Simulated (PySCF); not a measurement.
Ge(H)(NMe2) (C2H7GeN), SMILES C[N](C)[GeH] (connectivity only; charge and spin as stated), neutral, multiplicity 1.

Geometry: PBE0-D3(BJ)/def2-SVP. The structure was generated by enumeration; whether it is a known compound was not checked.

These are ωB97X/def2-TZVP in PySCF values and carry that method's errors.

Gas-phase values at a fixed geometry.

The total energy is -2212.21537 hartree, the point group is Cs and the highest occupied level is -8.72 eV. The lowest empty level is 0.36 eV. The orbital gap is 9.08 eV and the dipole moment is 1.49 D. The quadrupole, principal values (traceless, Buckingham form, about the centre of nuclear charge) is -1.94, 0.61, 1.33 D·Å and the mean static polarisability is 67.1 bohr³ (9.95 Å³). The polarisability, principal values is 51.1, 67.7, 82.6 bohr³.
